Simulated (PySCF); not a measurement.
**Radial density of B²⁺ (boron, charge +2)**

UHF, [He] 2s1, 2S determinant. Computed with PySCF 2.14 in cc-pVDZ-DK (3s2p1d, 14 functions), with scalar relativity by spin-free X2C-1e.

```json
{"r (bohr)": "0.00670", "4πr²ρ (e/bohr)": "0.03802", "4πr²(ρα − ρβ)": "0.0009"}
{"r (bohr)": "0.0113", "4πr²ρ (e/bohr)": "0.1029", "4πr²(ρα − ρβ)": "0.0024"}
{"r (bohr)": "0.0190", "4πr²ρ (e/bohr)": "0.2670", "4πr²(ρα − ρβ)": "0.0063"}
{"r (bohr)": "0.0319", "4πr²ρ (e/bohr)": "0.6628", "4πr²(ρα − ρβ)": "0.0157"}
{"r (bohr)": "0.0536", "4πr²ρ (e/bohr)": "1.508", "4πr²(ρα − ρβ)": "0.0359"}
{"r (bohr)": "0.0902", "4πr²ρ (e/bohr)": "2.979", "4πr²(ρα − ρβ)": "0.0709"}
{"r (bohr)": "0.152", "4πr²ρ (e/bohr)": "4.628", "4πr²(ρα − ρβ)": "0.1051"}
{"r (bohr)": "0.255", "4πr²ρ (e/bohr)": "4.866", "4πr²(ρα − ρβ)": "0.0840"}
{"r (bohr)": "0.429", "4πr²ρ (e/bohr)": "2.697", "4πr²(ρα − ρβ)": "0.0030"}
{"r (bohr)": "0.722", "4πr²ρ (e/bohr)": "0.7079", "4πr²(ρα − ρβ)": "0.1679"}
{"r (bohr)": "1.21", "4πr²ρ (e/bohr)": "0.6602", "4πr²(ρα − ρβ)": "0.6408"}
{"r (bohr)": "2.04", "4πr²ρ (e/bohr)": "0.4250", "4πr²(ρα − ρβ)": "0.4249"}
{"r (bohr)": "3.44", "4πr²ρ (e/bohr)": "0.03112", "4πr²(ρα − ρβ)": "0.0311"}
{"r (bohr)": "5.78", "4πr²ρ (e/bohr)": "0.0003749", "4πr²(ρα − ρβ)": "0.0004"}
```

Densities and radii are taken from the X2C orbitals without a picture-change correction, which distorts them close to the nucleus.
